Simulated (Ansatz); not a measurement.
Start from `CC[Se]B(O)O` and change one atom or group to get `C[Se]B(O)O`.

Ansatz, PBE0-D4/def2-TZVP geometries, multiplicity 1. Each molecule was computed in one conformer, which needn't be the lowest.

Scalar relativity is left out up to krypton.

```
                                          property  `CC[Se]B(O)O`
                 HOMO energy (PBE/def2-TZVPP) / eV          -5.43
size of the dipole moment (ωB97M-V/def2-TZVPP) / D           0.68
    size of the dipole moment (PBE/def2-TZVPP) / D           0.65
             HOMO energy (ωB97M-V/def2-TZVPP) / eV          -8.72
               LUMO energy (B3LYP/def2-TZVPP) / eV          -0.05
             LUMO energy (ωB97M-V/def2-TZVPP) / eV           1.95
```

Q: What does the change do to each property? (Estimate.)

A: The calculation gave: 
| property | `C[Se]B(O)O` | shift |
| --- | --- | --- |
| HOMO energy (PBE/def2-TZVPP) / eV | -5.42 | 0.01 |
| size of the dipole moment (ωB97M-V/def2-TZVPP) / D | 0.66 | -0.02 |
| size of the dipole moment (PBE/def2-TZVPP) / D | 0.62 | -0.03 |
| HOMO energy (ωB97M-V/def2-TZVPP) / eV | -8.73 | -0.01 |
| LUMO energy (B3LYP/def2-TZVPP) / eV | -0.12 | -0.07 |
| LUMO energy (ωB97M-V/def2-TZVPP) / eV | 1.89 | -0.06 |

Dipoles are sizes alone; their direction can turn.

B3LYP here is the variant with VWN-RPA as its local correlation; programs differ in this.

Spin–orbit coupling is left out; it splits and shifts lone-pair levels of the heavy atoms by tenths of an eV.
